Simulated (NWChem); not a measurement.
System: C2H7NOSi, singlet; SMILES CN(C)[Si]O

The following NWChem deck was run.

```
start job
memory heap 200 mb stack 900 mb global 1100 mb
geometry units angstroms noautosym nocenter noautoz
  Si    -0.796611     0.915576     0.000086
  O      0.460486     2.017503    -0.001135
  H      1.389263     1.761088    -0.004896
  N      0.004457    -0.637608    -0.000027
  C     -0.831035    -1.816878    -0.002793
  C      1.411684    -0.937502     0.000808
  H     -0.653203    -2.444347    -0.896360
  H     -0.653246    -2.448233     0.888049
  H     -1.894185    -1.525803    -0.002233
  H      1.703529    -1.529628     0.888644
  H      1.707755    -1.518531    -0.892981
  H      2.020043    -0.020360     0.008372
end
basis spherical
  * library def2-svp
end
dft
  xc pbe0
  iterations 150
end
property
  response 1 0.0
end
task dft property
```

Excerpt of the output:

```
             Northwest Computational Chemistry Package (NWChem) 7.3.0
             --------------------------------------------------------

                             Geometry "geometry" -> ""
                             -------------------------

 Output coordinates in angstroms (scale by  1.889725989 to convert to a.u.)

  No.       Tag          Charge          X              Y              Z
 ---- ---------------- ---------- -------------- -------------- --------------
    1 Si                  14.0000    -0.79661100     0.91557600     0.00008600
    2 O                    8.0000     0.46048600     2.01750300    -0.00113500
    3 H                    1.0000     1.38926300     1.76108800    -0.00489600
    4 N                    7.0000     0.00445700    -0.63760800    -0.00002700
    5 C                    6.0000    -0.83103500    -1.81687800    -0.00279300
    6 C                    6.0000     1.41168400    -0.93750200     0.00080800
    7 H                    1.0000    -0.65320300    -2.44434700    -0.89636000
    8 H                    1.0000    -0.65324600    -2.44823300     0.88804900
    9 H                    1.0000    -1.89418500    -1.52580300    -0.00223300
   10 H                    1.0000     1.70352900    -1.52962800     0.88864400
   11 H                    1.0000     1.70775500    -1.51853100    -0.89298100
   12 H                    1.0000     2.02004300    -0.02036000     0.00837200

 Effective nuclear repulsion energy (a.u.)     230.6141205547

                              NWChem Property Module
                              ----------------------

                                 NWChem DFT Module
                                 -----------------

 Summary of "ao basis" -> "ao basis" (spherical)
 ------------------------------------------------------------------------------
       Tag                 Description            Shells   Functions and Types
 ---------------- ------------------------------  ------  ---------------------
 Si                         def2-svp                 8       18   4s3p1d
 O                          def2-svp                 6       14   3s2p1d
 H                          def2-svp                 3        5   2s1p
 N                          def2-svp                 6       14   3s2p1d
 C                          def2-svp                 6       14   3s2p1d

            General Information
            -------------------
          SCF calculation type: DFT
          Wavefunction type:  closed shell.
          No. of atoms     :    12
          No. of electrons :    48
           Alpha electrons :    24
            Beta electrons :    24
          Charge           :     0
          Spin multiplicity:     1
          Use of symmetry is: off; symmetry adaption is: off
          Maximum number of iterations: 150
          AO basis - number of functions:   109
                     number of shells:    53
          Convergence on energy requested:  1.00D-06
          Convergence on density requested:  1.00D-05
          Convergence on gradient requested:  5.00D-04

              XC Information
              --------------
                         PBE0 Method XC Functional
                     Hartree-Fock (Exact) Exchange  0.250
          PerdewBurkeErnzerhof Exchange Functional  0.750
            Perdew 1991 LDA Correlation Functional  1.000 local
           PerdewBurkeErnz. Correlation Functional  1.000 non-local

             Grid Information
             ----------------
          Grid used for XC integration:  medium
          Radial quadrature: Mura-Knowles
          Angular quadrature: Lebedev.
          Tag              B.-S. Rad. Rad. Pts. Rad. Cut. Ang. Pts.
          ---              ---------- --------- --------- ---------
          Si                  1.10       88          10.0       590
          O                   0.60       49          12.0       434
          H                   0.35       45          12.0       434
          N                   0.65       49           8.0       434
          C                   0.70       49          11.0       434
          Grid pruning is: on
          Number of quadrature shells:   599
          Spatial weights used:  Erf1

      Superposition of Atomic Density Guess
      -------------------------------------

 Sum of atomic energies:        -496.41845391

      Non-variational initial energy
      ------------------------------

 Total energy =    -498.966233
 1-e energy   =   -1139.662701
 2-e energy   =     410.082348
 HOMO         =      -0.265096
 LUMO         =      -0.002964

   convergence    iter        energy       DeltaE   RMS-Dens  Diis-err
 ---------------- ----- ----------------- --------- --------- ---------
 d= 0,ls=0.0,diis     1   -499.2375477131 -7.30D+02  9.48D-03  6.24D-01
 d= 0,ls=0.0,diis     2   -499.2020613386  3.55D-02  5.48D-03  1.07D+00
 d= 0,ls=0.0,diis     3   -499.3061387972 -1.04D-01  1.17D-03  3.51D-02
 d= 0,ls=0.0,diis     4   -499.3086276551 -2.49D-03  5.54D-04  9.41D-03
 d= 0,ls=0.0,diis     5   -499.3096029721 -9.75D-04  1.31D-04  3.39D-04
  Resetting Diis
 d= 0,ls=0.0,diis     6   -499.3096395904 -3.66D-05  3.59D-05  2.27D-05
 d= 0,ls=0.0,diis     7   -499.3096425588 -2.97D-06  1.34D-05  1.02D-06
 d= 0,ls=0.0,diis     8   -499.3096425224  3.64D-08  7.49D-06  1.30D-06

         Total DFT energy =     -499.309642522381
      One electron energy =    -1144.210681572499
           Coulomb energy =      463.801681527640
    Exchange-Corr. energy =      -49.514763032214
 Nuclear repulsion energy =      230.614120554693

 Numeric. integr. density =       47.999983103604

                       DFT Final Molecular Orbital Analysis
                       ------------------------------------

 Vector   22  Occ=2.000000D+00  E=-3.504696D-01
              MO Center=  2.0D-01,  1.2D+00, -3.7D-03, r^2= 3.2D+00
   Bfn.  Coefficient  Atom+Function         Bfn.  Coefficient  Atom+Function
  ----- ------------  ---------------      ----- ------------  ---------------
    23      0.525085   2 O  py               26      0.382154   2 O  py
    42     -0.214034   4 N  py               56     -0.167924   5 C  py
    40      0.125284   4 N  s                45      0.118195   4 N  py
     9     -0.115935   1 Si py               21      0.107424   2 O  s
    20      0.104807   2 O  s                90     -0.105282   9 H  s

 Vector   23  Occ=2.000000D+00  E=-2.532464D-01
              MO Center=  6.5D-02, -6.8D-01, -9.0D-05, r^2= 2.5D+00
   Bfn.  Coefficient  Atom+Function         Bfn.  Coefficient  Atom+Function
  ----- ------------  ---------------      ----- ------------  ---------------
    43      0.488199   4 N  pz               46     -0.430661   4 N  pz
    24      0.169154   2 O  pz               80     -0.160146   7 H  s
    85      0.159958   8 H  s                95      0.149650  10 H  s
   100     -0.150118  11 H  s                27      0.145860   2 O  pz
    13     -0.140208   1 Si pz               81     -0.129462   7 H  s

 Vector   24  Occ=2.000000D+00  E=-2.434568D-01
              MO Center= -1.2D+00,  9.1D-01, -4.4D-04, r^2= 2.3D+00
   Bfn.  Coefficient  Atom+Function         Bfn.  Coefficient  Atom+Function
  ----- ------------  ---------------      ----- ------------  ---------------
     3      0.486238   1 Si s                 4      0.451763   1 Si s
     2      0.294657   1 Si s                11     -0.295216   1 Si px
     8     -0.269037   1 Si px               40     -0.202438   4 N  s
    42      0.168364   4 N  py               21     -0.161637   2 O  s
     5      0.149932   1 Si px               45     -0.132562   4 N  py

 Vector   25  Occ=0.000000D+00  E=-1.912023D-02
              MO Center= -7.1D-01,  7.7D-01, -7.1D-04, r^2= 3.2D+00
   Bfn.  Coefficient  Atom+Function         Bfn.  Coefficient  Atom+Function
  ----- ------------  ---------------      ----- ------------  ---------------
    13      0.760806   1 Si pz               10      0.363224   1 Si pz
    46     -0.274093   4 N  pz               43      0.243228   4 N  pz
    27     -0.233247   2 O  pz               24     -0.212771   2 O  pz
     7     -0.193973   1 Si pz              101     -0.158273  11 H  s
    96      0.156950  10 H  s                74     -0.101286   6 C  pz

 Vector   26  Occ=0.000000D+00  E= 4.132417D-02
              MO Center=  8.4D-01,  8.6D-01, -4.7D-04, r^2= 5.4D+00
   Bfn.  Coefficient  Atom+Function         Bfn.  Coefficient  Atom+Function
  ----- ------------  ---------------      ----- ------------  ---------------
    68      1.250958   6 C  s               106     -0.795100  12 H  s
    21      0.702546   2 O  s                34     -0.607965   3 H  s
    12     -0.488583   1 Si py               96     -0.404981  10 H  s
   101     -0.405804  11 H  s                40     -0.301355   4 N  s
    11     -0.271221   1 Si px               54     -0.237007   5 C  s

 Vector   27  Occ=0.000000D+00  E= 5.934789D-02
              MO Center= -1.9D-01, -1.2D+00, -1.0D-03, r^2= 7.2D+00
   Bfn.  Coefficient  Atom+Function         Bfn.  Coefficient  Atom+Function
  ----- ------------  ---------------      ----- ------------  ---------------
    54      1.557569   5 C  s                68      1.201882   6 C  s
    81     -0.758495   7 H  s                86     -0.758780   8 H  s
    91     -0.654561   9 H  s                96     -0.635253  10 H  s
   101     -0.635347  11 H  s                12      0.566760   1 Si py
   106     -0.498699  12 H  s                40      0.394443   4 N  s

     Multipole analysis of the density
     ---------------------------------

     L   x y z        total         alpha         beta         nuclear
     -   - - -        -----         -----         ----         -------
     0   0 0 0      0.000000    -24.000000    -24.000000     48.000000

     1   1 0 0      0.842802      0.736624      0.736624     -0.630445
     1   0 1 0     -0.952469     -0.705589     -0.705589      0.458708
     1   0 0 1     -0.002785      0.028257      0.028257     -0.059300

     2   2 0 0    -27.545401    -90.464869    -90.464869    153.384338
     2   1 1 0      2.096818     -1.830754     -1.830754      5.758325
     2   1 0 1     -0.003442     -0.044927     -0.044927      0.086411
     2   0 2 0    -30.752899   -183.695523   -183.695523    336.638147
     2   0 1 1     -0.005089     -0.032915     -0.032915      0.060741
     2   0 0 2    -28.273835    -19.813759    -19.813759     11.353684

 *** CALLING NEW AORESP DRIVER FOR CLOSED AND OPEN SHELLS ***
 Entering AOResponse driver routine

--------------------------------------------------------------------------------

          -----------------------------------------------
          Solving response equations for perturbing field
          -----------------------------------------------

 number of frequencies:     1
 frequency in a.u.:  0.0000000E+00
 Perturbing field: electric
 Using El. Dipole Length Gauge

 Setting up CPKS with frequency omega =      0.00000000 a.u.

 STATIC response

                                NWChem CPHF Module
                                ------------------

  scftype          =     RHF
  nclosed          =       24
  nopen            =        0
  variables        =     2040
  # of vectors     =        3
  tolerance        = 0.10D-03
  level shift      = 0.00D+00
  max iterations   =       50
  max subspace     =       30

 SCF residual:    3.0543195744508616E-004

Iterative solution of linear equations
  No. of variables     2040
  No. of equations        3
  Maximum subspace       30
        Iterations       50
       Convergence  1.0D-04

   iter   nsub   residual    time
   ----  ------  --------  ---------
     1      3    3.14D+00      15.0
     2      6    2.92D+00      18.6
     3      9    5.83D-01      22.2
     4     12    7.23D-02      25.8
     5     15    2.37D-02      29.4
     6     18    4.00D-03      33.0
     7     21    6.48D-04      36.6
     8     24    8.77D-05      40.2

 Electric Dipole Response Matrix (nonzero elements):

              1        2        3
    1   60.0698  -2.9347  -0.0028
    2   -2.9347  71.7109   0.0082
    3   -0.0028   0.0082  46.3016

 ------------------------------------------
 average:        59.36076 + I       0.00000

 DFT Linear Response polarizability / au
 Frequency  =       0.0000000 / au
              X              Y              Z
 -----------------------------------------------
 X      60.0698351     -2.9346940     -0.0028083
 Y      -2.9347073     71.7108720      0.0081931
 Z      -0.0028045      0.0081865     46.3015813
 -----------------------------------------------
 Eigenvalues =      59.3718519     72.4088580     46.3015784
 Isotropic   =      59.3607628
 Anisotropic =      22.6095735
 -----------------------------------------------

 Magnetic Dipole Response Matrix (nonzero elements):

 Exiting AOResponse driver routine
```

Level: PBE0/def2-SVP. Low-valent species are run as closed-shell singlets; no triplet was tried in these runs. Geometry: optimised at PBE0/def2-SVP.
